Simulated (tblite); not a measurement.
Compound: C₆H₇ClFO (doublet state).
Z-matrix (Å and degrees, GFN2-xTB geometry), rows numbered from 1:
```
C 
C   1  1.3699
C   2  1.3968  1  122.61
C   3  1.4626  2  123.25  1  -176.56
Cl  4  1.8343  3  108.57  2   100.03
O   2  1.3733  1  122.23  3   176.67
C   6  1.3544  2  119.42  1    27.34
C   7  1.3264  6  122.84  2  -161.79
F   8  1.3438  7  122.88  6     3.34
H   1  1.0739  2  122.49  3  -175.13
H   1  1.0721  2  119.86  3     3.51
H   3  1.0770  2  118.04  1    -1.57
H   4  1.0885  3  113.16  2  -144.45
H   4  1.0874  3  112.58  2   -16.63
H   7  1.0827  6  117.81  2    21.56
H   8  1.0768  7  124.11  6  -175.99
```

Computed values, GFN2-xTB/tblite, gas phase, harmonic and unscaled. Against measured fundamentals such values can be off by several per cent, at times by over 20. One conformer, not necessarily the lowest. Open shells enter through the occupations alone, without spin polarisation, and single modes of such species can be off by tens of per cent.

Harmonic wavenumbers (cm⁻¹): 26.3, 45.8, 83.6, 101.8, 128.7, 236.6, 270.5, 302.9, 432.2, 468.8, 531.8, 545.8, 581.7, 603.5, 677.4, 715.6, 747.5, 749.7, 846.4, 870.4, 936.4, 956.0, 1038.7, 1087.1, 1125.3, 1153.1, 1187.9, 1236.4, 1260.3, 1288.8, 1348.4, 1405.1, 1432.6, 1477.9, 1720.3, 2986.9, 3018.2, 3047.7, 3116.8, 3119.3, 3140.1, 3182.6.

A = 1954, B = 677.8, C = 555.7 MHz; mass 149.017 u (most abundant isotopes); point group C1, symmetry number 1; spin multiplicity 2.

Task: Zero-point energy?

Result: Half the sum of the wavenumbers: 24616 cm⁻¹ = 294.48 kJ/mol.

Task: What is S at 298.15 K and 1 bar for an ideal gas of classical rigid rotors and harmonic oscillators?

Result: Translation 171.26, rotation 127.44, vibration 133.49, spin (R ln 2) 5.76: S = 438.0 J/(mol K).

Task: And Cp and H(298.15 K) − H(0)?

Result: Cp = 156.91 J/(mol K), of which vibrations give 123.65 (their classical limit is 42 R = 349.2); H(298.15 K) − H(0) = 29.24 kJ/mol without the zero-point energy, 19.33 from vibrations.

Task: Which modes carry the vibrational entropy at 298.15 K?

Result: 26.3 cm⁻¹: 25.48; 45.8 cm⁻¹: 20.88; 83.6 cm⁻¹: 15.92; 101.8 cm⁻¹: 14.31; 128.7 cm⁻¹: 12.41; 236.6 cm⁻¹: 7.65 J/(mol K); the other 36 give 36.84 together.

Task: Blend soft modes into free rotors: weight 1/[1 + (100 cm⁻¹/ν̃)⁴] for the oscillator and the rest for a rotor with moment μB/(μ + B), μ = h/(8π²ν), B = 10⁻⁴⁴ kg m². What vibrational entropy results?

Result: 116.42 J/(mol K) in place of 133.49, which changes −T·S at 298.15 K by +5.09 kJ/mol.

Task: What must be added to the electronic energy to get the Gibbs energy at 298.15 K and 1 bar?

Result: ZPE + [H(298.15 K) − H(0)] − T·S = 294.48 + 29.24 − 130.58 = 193.14 kJ/mol.

Task: How do the functions run with temperature in this model?

Result: 
```
 T (K)  S (J/(mol K))  Cp (J/(mol K))  H − H(0) (kJ/mol)  G − H(0) (kJ/mol)  ln q(vib)
    50          268.2            61.6               2.35             -11.06       1.12
   100          316.9            80.2               5.92             -25.77       2.75
373.15          476.2           184.4              42.06            -135.63      10.20
   500          535.7           222.4              67.98            -199.87      13.39
   750          636.0           271.5             130.26            -346.77      19.30
  1000          718.6           301.8             202.19            -516.42      24.65
```

q(vib) and H(0) count from the zero-point level.

Hindered rotation and anharmonicity are outside this model. Other conformers, if any are populated, would add a mixing term that is left out. The structure is chiral; the term R ln 2 for an equal mix with its mirror image is left out.
